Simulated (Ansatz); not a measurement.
Stepwise reaction of `C[S][Ge][S]C` with hydrogen chloride, as a gas-phase model of exchange steps in deposition or etching. ΔE in kJ/mol; ΔG adds harmonic PBE0-D4 terms to CCSD(T)/CBS, at 1 bar.

Computed with Ansatz on PBE0-D4/def2-TZVP structures; ΔE is electronic, products minus reactants. CCSD(T)/CBS is the MP2 limit (def2-TZVPP, def2-QZVPP) plus CCSD(T) − MP2 in def2-TZVPP, frozen cores. This one scheme is used for every species. DFT in def2-TZVPP. B3LYP here is the variant with VWN-RPA as its local correlation; programs differ in this. For Ge outer-core shells are correlated without core-valence functions, which leaves a few kJ/mol of doubt a bond. Scalar relativity is left out up to krypton. One conformer a species, not always the lowest.

| step | reaction | PBE-D4 | B3LYP-D4 | ωB97M-V | CCSD(T)/CBS | ΔG(600 K) |
| --- | --- | --- | --- | --- | --- | --- |
| 2 | `C[S][Ge][Cl]` + HCl → `[Cl][Ge][Cl]` + CH₃SH | -13.4 | -19.7 | -24.8 | -16.8 | -19.7 |

Question: Give the row of step 1, `C[S][Ge][S]C` + HCl → `C[S][Ge][Cl]` + CH₃SH. (Estimate.)

Answer: Computed: 
```csv
step,reaction,PBE-D4,B3LYP-D4,ωB97M-V,CCSD(T)/CBS,ΔG(600 K)
1,`C[S][Ge][S]C` + HCl → `C[S][Ge][Cl]` + CH₃SH,-17.9,-23.6,-24.3,-16.0,-32.4
```

Question: By hand: ΔE of the 2 steps together at CCSD(T)/CBS.

Answer: (-16.0) + (-16.8) = -32.8 kJ/mol, or -16.4 kJ/mol a step.

In ΔE the steps differ by no more than 0.8 kJ/mol. All are downhill at CCSD(T)/CBS. ΔG lies between -32.4 and -19.7 kJ/mol a step. PBE-D4 differs from CCSD(T)/CBS by -1.9 to 3.4 kJ/mol a step. Isolated molecules leave out the surface, adducts and barriers. Largest T1 diagnostic: 0.014.
